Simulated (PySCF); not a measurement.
Species: C₃H₈OSi₂.
Numbering: `[CH3:1][C:2]#[C:3][SiH2:4][O:5][SiH3:6]` (hydrogens: H7, H8, H9 on C1; H10, H11 on Si4; H12, H13, H14 on Si6)

Structure used (PBE0-D3(BJ)/def2-SVP), in Å, numbered top down from 1:
```xyz
14
C3H8OSi2 angstrom
C      2.3454    1.7734    0.8229
C      1.5942    0.5968    0.4301
C      0.9616   -0.3940    0.1041
Si    -0.0064   -1.8605   -0.3968
O     -1.6264   -1.5057   -0.3507
Si    -2.6471   -0.2033   -0.2136
H      2.7414    2.3025   -0.0578
H      1.7090    2.4749    1.3844
H      3.1959    1.4987    1.4661
H      0.2618   -2.9861    0.5394
H      0.3740   -2.2515   -1.7832
H     -2.3718    0.8014   -1.2852
H     -2.4888    0.4549    1.1180
H     -4.0439   -0.7025   -0.3552
```

Jobs on this species (14 atoms, 62 electrons) with PySCF (density fitting). Hardware of each: Arm Neoverse V1, one thread, on a shared host. Times come from a shared host and carry two figures at best.

| level and settings | work | basis functions | SCF cycles | wall time |
| --- | --- | --- | --- | --- |
| PBE0-D3(BJ)/def2-SVP, grid level 1 | geometry optimisation from a GFN2-xTB start | 132 | ? | ? |
| CAM-B3LYP/def2-SVPD | 10 singlets by full TDDFT, 4 Tamm–Dancoff triplets, polarisability, ΔSCF ions | 195 | ? | ? |
| PBE0/pcSseg-1 | shieldings, charges and field gradients | 156 | 14 | 22 s |
| PBE0/pcSseg-2 | shieldings | 342 | 14 | 1.7 min |

Q: Fill in the missing figures.

A: 
- PBE0-D3(BJ)/def2-SVP, grid level 1; geometry optimisation from a GFN2-xTB start: 91 s, 79 SCF cycles
- CAM-B3LYP/def2-SVPD; 10 singlets by full TDDFT, 4 Tamm–Dancoff triplets, polarisability, ΔSCF ions: 3.8 min, 13 SCF cycles

Q: What do all jobs in the table cost together?

A: About 7.4 min; the longest takes about 51 % of that, and about 10 times as long as the shortest.
